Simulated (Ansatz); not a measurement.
Mulliken charges of Cl$_{4}$FHMoO (`[OH][Mo]([F])([Cl])([Cl])([Cl])[Cl]`) from B3LYP/def2-TZVPP in Ansatz (PBE0-D4/def2-TZVP geometry).

| atom | x (Å) | y (Å) | z (Å) | charge (e) |
| --- | --- | --- | --- | --- |
| O1 | -1.495 | -0.195 | 0.457 | -0.321 |
| Mo2 | 0.298 | -0.037 | 0.111 | 1.052 |
| F3 | 0.748 | -0.570 | 1.814 | -0.305 |
| Cl4 | 0.516 | -2.234 | -0.461 | -0.163 |
| Cl5 | -0.502 | 0.609 | -1.977 | -0.212 |
| Cl6 | 0.404 | 2.092 | 0.921 | -0.163 |
| Cl7 | 2.357 | 0.302 | -0.783 | -0.121 |
| H8 | -2.235 | -0.023 | -0.138 | 0.232 |

**Question.** By hand: the dipole of these point charges (1 e Å = 4.8032 D).

**Answer.** Σ q r = (-0.282, 0.050, -0.176) e Å, of length 0.336 e Å = 1.61 D.

**Question.** How does the dipole of the full density compare? (An estimate is asked.)

**Answer.** The calculation gave: (-0.398, 0.023, -0.104) e Å, 1.98 D; the point charges give 0.81 times that, at 18° from its direction.

Point charges leave out the atoms' own dipoles, such as those of lone pairs, and Mulliken's split depends on the basis, so the two needn't agree.

B3LYP here is the variant with VWN-RPA as its local correlation; programs differ in this.
